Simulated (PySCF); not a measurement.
Geometry:
| atom | x (Å) | y (Å) | z (Å) |
| --- | --- | --- | --- |
| C1 | -0.602 | -2.002 | 0.443 |
| C2 | -0.269 | -0.584 | 0.932 |
| C3 | 0.725 | 0.079 | 0.091 |
| C4 | 1.553 | 0.609 | -0.615 |
| C5 | 2.539 | 1.273 | -1.458 |
| F6 | 3.822 | 0.976 | -1.078 |
| C7 | -1.507 | 0.247 | 1.121 |
| F8 | -2.034 | 0.200 | 2.348 |
| C9 | -2.152 | 0.944 | 0.186 |
| F10 | -3.246 | 1.627 | 0.398 |
| F11 | -1.752 | 1.025 | -1.060 |
| H12 | -1.029 | -1.963 | -0.569 |
| H13 | 0.304 | -2.623 | 0.415 |
| H14 | -1.333 | -2.471 | 1.117 |
| H15 | 0.161 | -0.656 | 1.947 |
| H16 | 2.403 | 0.967 | -2.510 |
| H17 | 2.398 | 2.366 | -1.402 |

Geometry: PBE0-D3(BJ)/def2-SVP; GIAO absolute shieldings from PySCF 2.14, gas phase, non-relativistic, averaged over equivalent atoms.

At PBE0/pcSseg-1 (217 basis functions):
```json
{"atoms": "C9", "σ (ppm)": "22.5"}
{"atoms": "C7", "σ (ppm)": "47.2"}
{"atoms": "C3", "σ (ppm)": "91.8"}
{"atoms": "C4", "σ (ppm)": "100.3"}
{"atoms": "C5", "σ (ppm)": "113.3"}
{"atoms": "C2", "σ (ppm)": "155.6"}
{"atoms": "C1", "σ (ppm)": "162.2"}
{"atoms": "F10", "σ (ppm)": "278.1"}
{"atoms": "F11", "σ (ppm)": "295.9"}
{"atoms": "F8", "σ (ppm)": "355.3"}
{"atoms": "F6", "σ (ppm)": "423.1"}
{"atoms": "H16", "σ (ppm)": "26.21"}
{"atoms": "H17", "σ (ppm)": "26.22"}
{"atoms": "H15", "σ (ppm)": "27.95"}
{"atoms": "H12/H13/H14", "σ (ppm)": "29.86"}
```

Question: Estimate the result of repeating the calculation with HF/pcSseg-2.

Answer: 
```
      atoms  σ at HF/pcSseg-2  change
         C9              33.4   +10.9
         C7              55.3    +8.1
         C3              97.6    +5.8
         C4             108.2    +7.9
         C5             127.1   +13.8
         C2             168.0   +12.4
         C1             169.1    +6.9
        F10             325.5   +47.4
        F11             342.5   +46.6
         F8             399.1   +43.8
         F6             439.4   +16.3
        H16             27.05   +0.84
        H17             27.08   +0.86
        H15             28.62   +0.67
H12/H13/H14             30.23   +0.37
```

The largest change is at F10 (vinylic fluorine). Cost: 480 basis functions. The order of the carbon signals is the same at both levels.
